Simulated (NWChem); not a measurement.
System: BeHSeF; SMILES [F][Be][SeH]

The following NWChem deck was run.

```
start job
memory heap 200 mb stack 900 mb global 1100 mb
geometry units angstroms noautosym nocenter noautoz
  Be     0.022448     1.134872     0.000000
  F      0.116036     2.506759     0.000000
  Se    -0.157888    -0.903003     0.000000
  H      1.317836    -1.053274     0.000000
end
basis spherical
  * library sto-3g
end
dft
  xc hfexch
  iterations 150
end
property
  shielding
end
task dft property
```

Parts of the log:

```
             Northwest Computational Chemistry Package (NWChem) 7.3.0
             --------------------------------------------------------

                             Geometry "geometry" -> ""
                             -------------------------

 Output coordinates in angstroms (scale by  1.889725989 to convert to a.u.)

  No.       Tag          Charge          X              Y              Z
 ---- ---------------- ---------- -------------- -------------- --------------
    1 Be                   4.0000     0.02244800     1.13487200     0.00000000
    2 F                    9.0000     0.11603600     2.50675900     0.00000000
    3 Se                  34.0000    -0.15788800    -0.90300300     0.00000000
    4 H                    1.0000     1.31783600    -1.05327400     0.00000000

 Effective nuclear repulsion energy (a.u.)     110.5981774962

  xc_inp: hfexch multiplicative factor not found.
                              NWChem Property Module
                              ----------------------

  itol2e modified to match energy
  convergence criterion.

                                 NWChem DFT Module
                                 -----------------

 Summary of "ao basis" -> "ao basis" (spherical)
 ------------------------------------------------------------------------------
       Tag                 Description            Shells   Functions and Types
 ---------------- ------------------------------  ------  ---------------------
 Be                          sto-3g                  3        5   2s1p
 F                           sto-3g                  3        5   2s1p
 Se                          sto-3g                  8       18   4s3p1d
 H                           sto-3g                  1        1   1s

  itol2e modified to match energy
  convergence criterion.

            General Information
            -------------------
          SCF calculation type: DFT
          Wavefunction type:  closed shell.
          No. of atoms     :     4
          No. of electrons :    48
           Alpha electrons :    24
            Beta electrons :    24
          Charge           :     0
          Spin multiplicity:     1
          Use of symmetry is: off; symmetry adaption is: off
          Maximum number of iterations: 150
          AO basis - number of functions:    29
                     number of shells:    15
          Convergence on energy requested:  1.00D-07
          Convergence on density requested:  1.00D-05
          Convergence on gradient requested:  5.00D-04

              XC Information
              --------------
                     Hartree-Fock (Exact) Exchange  1.000

      Superposition of Atomic Density Guess
      -------------------------------------

 Sum of atomic energies:       -2486.33081995

      Non-variational initial energy
      ------------------------------

 Total energy =   -2486.455671
 1-e energy   =   -3705.171608
 2-e energy   =    1108.117759
 HOMO         =      -0.176701
 LUMO         =       0.183306

   convergence    iter        energy       DeltaE   RMS-Dens  Diis-err
 ---------------- ----- ----------------- --------- --------- ---------
 d= 0,ls=0.0,diis     1  -2486.6660025433 -2.60D+03  2.77D-02  2.87D-01
 d= 0,ls=0.0,diis     2  -2486.7310928897 -6.51D-02  7.45D-03  4.42D-02
 d= 0,ls=0.0,diis     3  -2486.7391491705 -8.06D-03  2.16D-03  1.13D-03
 d= 0,ls=0.0,diis     4  -2486.7395649248 -4.16D-04  5.72D-04  4.42D-05
 d= 0,ls=0.0,diis     5  -2486.7395893543 -2.44D-05  2.30D-04  3.95D-06
  Resetting Diis
 d= 0,ls=0.0,diis     6  -2486.7395918144 -2.46D-06  2.36D-05  6.86D-08
 d= 0,ls=0.0,diis     7  -2486.7395918542 -3.98D-08  3.76D-06  5.88D-09

         Total DFT energy =    -2486.739591854177
      One electron energy =    -3704.828698021361
           Coulomb energy =     1207.434112294741
    Exchange-Corr. energy =      -99.943183623708
 Nuclear repulsion energy =      110.598177496151

 Numeric. integr. density =        0.000000000000

                       DFT Final Molecular Orbital Analysis
                       ------------------------------------

 Vector   22  Occ=2.000000D+00  E=-4.434515D-01
              MO Center=  1.8D-01, -4.7D-01, -7.4D-14, r^2= 2.4D+00
   Bfn.  Coefficient  Atom+Function         Bfn.  Coefficient  Atom+Function
  ----- ------------  ---------------      ----- ------------  ---------------
    29      0.519488  4 H  s                 21      0.500848  3 Se px
    20     -0.273303  3 Se s                 22     -0.268366  3 Se py
     8     -0.261897  2 F  px                 2     -0.210196  1 Be s
     4      0.173215  1 Be py                17     -0.164865  3 Se px
    18      0.092636  3 Se py                 1      0.076432  1 Be s

 Vector   23  Occ=2.000000D+00  E=-3.460873D-01
              MO Center= -2.0D-01, -8.2D-01,  6.1D-15, r^2= 1.9D+00
   Bfn.  Coefficient  Atom+Function         Bfn.  Coefficient  Atom+Function
  ----- ------------  ---------------      ----- ------------  ---------------
    22      0.638245  3 Se py                20     -0.505111  3 Se s
     2      0.349077  1 Be s                 21      0.334445  3 Se px
     4     -0.259774  1 Be py                18     -0.201473  3 Se py
    29      0.127082  4 H  s                  1     -0.117353  1 Be s
    17     -0.102834  3 Se px                16      0.071306  3 Se s

 Vector   24  Occ=2.000000D+00  E=-2.749534D-01
              MO Center= -1.4D-01, -7.3D-01,  2.6D-14, r^2= 1.7D+00
   Bfn.  Coefficient  Atom+Function         Bfn.  Coefficient  Atom+Function
  ----- ------------  ---------------      ----- ------------  ---------------
    23      0.971700  3 Se pz                19     -0.276150  3 Se pz
    10     -0.174932  2 F  pz                 5      0.157053  1 Be pz
    15      0.089493  3 Se pz

 Vector   25  Occ=0.000000D+00  E= 2.575652D-01
              MO Center=  2.9D-01,  1.0D+00,  1.3D-14, r^2= 2.1D+00
   Bfn.  Coefficient  Atom+Function         Bfn.  Coefficient  Atom+Function
  ----- ------------  ---------------      ----- ------------  ---------------
     3      0.916982  1 Be px                 8     -0.399620  2 F  px
    29     -0.363169  4 H  s                  2      0.238054  1 Be s
    22     -0.218053  3 Se py                 4     -0.126840  1 Be py
     9      0.086024  2 F  py                20      0.079493  3 Se s
    21      0.064703  3 Se px                18      0.052371  3 Se py

 Vector   26  Occ=0.000000D+00  E= 2.810005D-01
              MO Center=  1.9D-02,  1.1D+00, -3.1D-13, r^2= 2.0D+00
   Bfn.  Coefficient  Atom+Function         Bfn.  Coefficient  Atom+Function
  ----- ------------  ---------------      ----- ------------  ---------------
     5      0.981093  1 Be pz                10     -0.407917  2 F  pz
    23     -0.370466  3 Se pz                19      0.090021  3 Se pz
    15     -0.029086  3 Se pz

 Vector   27  Occ=0.000000D+00  E= 3.218501D-01
              MO Center= -2.6D-01,  7.6D-01,  2.5D-13, r^2= 2.4D+00
   Bfn.  Coefficient  Atom+Function         Bfn.  Coefficient  Atom+Function
  ----- ------------  ---------------      ----- ------------  ---------------
     2      1.144076  1 Be s                 22     -0.751983  3 Se py
    20     -0.470719  3 Se s                  9      0.325987  2 F  py
     7     -0.323432  2 F  s                  3     -0.245141  1 Be px
     1     -0.238746  1 Be s                 18      0.173459  3 Se py
     4     -0.127958  1 Be py                 8      0.117429  2 F  px

     Multipole analysis of the density
     ---------------------------------

     L   x y z        total         alpha         beta         nuclear
     -   - - -        -----         -----         ----         -------
     0   0 0 0     -0.000000    -24.000000    -24.000000     48.000000

     1   1 0 0      0.442724      2.976809      2.976809     -5.510895
     1   0 1 0      0.215376      4.506079      4.506079     -8.796782
     1   0 0 1     -0.000000     -0.000000     -0.000000      0.000000

     2   2 0 0    -18.069062    -13.868787    -13.868787      9.668513
     2   1 1 0     -1.326988    -11.696694    -11.696694     22.066400
     2   1 0 1      0.000000      0.000000      0.000000      0.000000
     2   0 2 0    -22.415708   -172.869543   -172.869543    323.323378
     2   0 1 1     -0.000000     -0.000000     -0.000000      0.000000
     2   0 0 2    -19.625977     -9.812988     -9.812988      0.000000

          -----------------------------------------
          Chemical Shielding Tensors (GIAO, in ppm)
          -----------------------------------------

                                NWChem CPHF Module
                                ------------------

  scftype          =     RHF
  nclosed          =       24
  nopen            =        0
  variables        =      120
  # of vectors     =        3
  tolerance        = 0.10D-03
  level shift      = 0.00D+00
  max iterations   =       50
  max subspace     =       30

 SCF residual:    5.2732491482101933E-005

Iterative solution of linear equations
  No. of variables      120
  No. of equations        3
  Maximum subspace       30
        Iterations       50
       Convergence  1.0D-04

   iter   nsub   residual    time
   ----  ------  --------  ---------
     1      3    1.13D+00       1.3
     2      6    1.04D-01       1.5
     3      9    3.03D-02       1.7
     4     12    4.43D-03       1.9
     5     15    5.12D-04       2.1
     6     18    8.13D-05       2.3

      Atom:    1  Be
        Diamagnetic
    149.3446      0.7681      0.0000
      0.7681    165.3168     -0.0000
      0.0000     -0.0000    147.5256

        Paramagnetic
    -67.0096      2.5434      0.0000
      2.5434     -3.5419      0.0000
      0.0000      0.0000    -64.1060

        Total Shielding Tensor
     82.3350      3.3115      0.0000
      3.3115    161.7749      0.0000
      0.0000      0.0000     83.4197

           isotropic =     109.1765
          anisotropy =      79.1043

          Principal Components and Axis System
                 1           2           3
              161.9127     83.4197     82.1972

      1         0.0416      0.0000      0.9991
      2         0.9991      0.0000     -0.0416
      3         0.0000      1.0000      0.0000

      Atom:    2  F
        Diamagnetic
    440.8957      2.2729     -0.0000
      2.2729    477.0244     -0.0000
     -0.0000     -0.0000    440.1407

        Paramagnetic
    -92.9532      3.3964     -0.0000
      3.3964    -14.9542     -0.0000
     -0.0000     -0.0000   -149.9041

        Total Shielding Tensor
    347.9425      5.6694     -0.0000
      5.6694    462.0702     -0.0000
     -0.0000     -0.0000    290.2366

           isotropic =     366.7498
          anisotropy =     143.4020

          Principal Components and Axis System
                 1           2           3
              462.3511    347.6615    290.2366

      1         0.0495      0.9988      0.0000
      2         0.9988     -0.0495     -0.0000
      3         0.0000     -0.0000      1.0000

      Atom:    3  Se
        Diamagnetic
   2972.6817     -0.7808     -0.0000
     -0.7808   2978.0873      0.0000
     -0.0000      0.0000   2964.8255

        Paramagnetic
    206.8577   -146.1392      0.0000
   -146.1392   -224.4451      0.0000
      0.0000      0.0000     71.1610

        Total Shielding Tensor
   3179.5394   -146.9200      0.0000
   -146.9200   2753.6422      0.0000
      0.0000      0.0000   3035.9865

           isotropic =    2989.7227
          anisotropy =     353.3722

          Principal Components and Axis System
                 1           2           3
             3225.3042   3035.9865   2707.8774

      1         0.9548      0.0000      0.2974
      2        -0.2974      0.0000      0.9548
      3         0.0000      1.0000      0.0000

      Atom:    4  H
        Diamagnetic
     45.5302     -4.4146     -0.0000
     -4.4146     26.1694      0.0000
     -0.0000      0.0000     21.8888

        Paramagnetic
      2.0639      0.5278      0.0000
      0.5278      2.9449     -0.0000
      0.0000     -0.0000      2.6633

        Total Shielding Tensor
     47.5941     -3.8868      0.0000
     -3.8868     29.1142     -0.0000
      0.0000     -0.0000     24.5521

           isotropic =      33.7535
          anisotropy =      21.9372

          Principal Components and Axis System
                 1           2           3
               48.3783     28.3300     24.5521

      1         0.9802      0.1978      0.0000
      2        -0.1978      0.9802      0.0000
      3         0.0000      0.0000      1.0000
```

Level: Hartree-Fock/STO-3G, GIAO. STO-3G and 3-21G are far too small for this property and stand as cheap habits. Geometry: optimised at B3LYP/6-31G* (spherical d). The printed shielding anisotropy is the first printed principal value minus the mean of the other two.
